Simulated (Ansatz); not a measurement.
Reaction (atomization): `CC[P+](CC)(CC)[Ga-]([Cl])([Cl])[Cl]` → 6 C• + 3 Cl• + Ga• + 15 H• + P•

Calculated with Ansatz (gas phase, PBE0-D4/def2-TZVP geometries, no zero-point term in ΔE). CCSD(T)/CBS adds triple-zeta CCSD(T) − MP2 to the extrapolated MP2 energy (def2 sets, frozen cores). This one scheme is used for every species, atoms too. For atomizations the MP2-based limit and the directly extrapolated one differ by several kJ/mol either way, and by 10 to 25 for some Ge, Se and Sn compounds, so smaller differences from it don't rank the levels. Functionals use def2-TZVPP. B3LYP here is the variant with VWN-RPA as its local correlation; programs differ in this. No spin–orbit coupling; open shells (•) take unrestricted orbitals. Spin–orbit coupling would lower the free atoms: a little for C, Cl; clearly for Ga. Bonds to Ga are less sure, by a few kJ/mol each and by 10 to 20 or more in all where they break to atoms, as the def2 sets lack core-valence functions. Scalar relativity is left out up to krypton. One conformer a species, not always the lowest.

(1) What is ΔE at CCSD(T)/CBS? (Estimate.)

(2) What do these levels give: r2SCAN-D4, B97M-V, B3LYP-D4, CAM-B3LYP-D4, HF/def2-QZVPP, HF/CBS(def2)? (Estimate.)

Largest T1 diagnostic among the species: 0.013.

Answers

(1) Computed: +9720.8 kJ/mol.

(2) Ansatz gave: r2SCAN-D4 9760.5, B97M-V 9766.8, B3LYP-D4 9695.7, CAM-B3LYP-D4 9730.8, HF/def2-QZVPP 7320.4, HF/CBS(def2) 7321.1 kJ/mol.

From r2SCAN to r2SCAN0 (25 % exact exchange), in def2-TZVPP and without D4, ΔE moves by −83.1 kJ/mol: exact exchange takes away binding that semilocal exchange gives to molecules. The D4 term adds +159.7 kJ/mol with B3LYP and +88.5 kJ/mol with PBE0; it sums over pairs of atoms, weighted by their polarisabilities, and B3LYP, whose exchange is more repulsive, gets the larger term.
